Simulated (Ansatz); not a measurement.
C$_{2}$H$_{4}$BrFSi, SMILES `FC1(Br)C[SiH2]1`, relaxed with RKS PBE0-D4/def2-TZVP in the Gaussian-basis code of Ansatz from a PBE-D4/def2-SVP geometry. The force threshold is 0.005 eV/Å; the program also tests the step.

The species carries charge 0 and has multiplicity 1.

Start:

```xyz
9

F     0.775    0.885    1.660
C     0.651    0.031    0.605
Br    2.217   -1.136    0.451
C     0.172    0.662   -0.694
Si   -1.042   -0.602    0.039
H     0.736    0.446   -1.616
H    -0.097    1.729   -0.583
H    -2.261   -0.057    0.709
H    -1.152   -1.958   -0.571
```

| step | energy (eV) | largest force (eV/Å) | largest move (Å) |
| --- | --- | --- | --- |
| 1 | -82764.2943 | 0.501 | 0.000 |
| 2 | -82764.3334 | 0.352 | 0.028 |
| 3 | -82764.3397 | 0.063 | 0.018 |
| 4 | -82764.3399 | 0.026 | 0.005 |
| 5 | -82764.3400 | 0.021 | 0.006 |
| 6 | -82764.3401 | 0.017 | 0.002 |
| 7 | -82764.3401 | 0.008 | 0.003 |
| 8 | -82764.3401 | 0.003 | 0.002 |

End:

```xyz
9

F     0.786    0.878    1.641
C     0.637    0.021    0.601
Br    2.173   -1.130    0.442
C     0.165    0.657   -0.694
Si   -1.028   -0.587    0.027
H     0.741    0.459   -1.591
H    -0.106    1.704   -0.575
H    -2.237   -0.060    0.692
H    -1.130   -1.943   -0.543
```

It took 30 s on 4 threads of an Arm Neoverse V2 on a shared host, with 0.61 GiB of host memory at the peak.
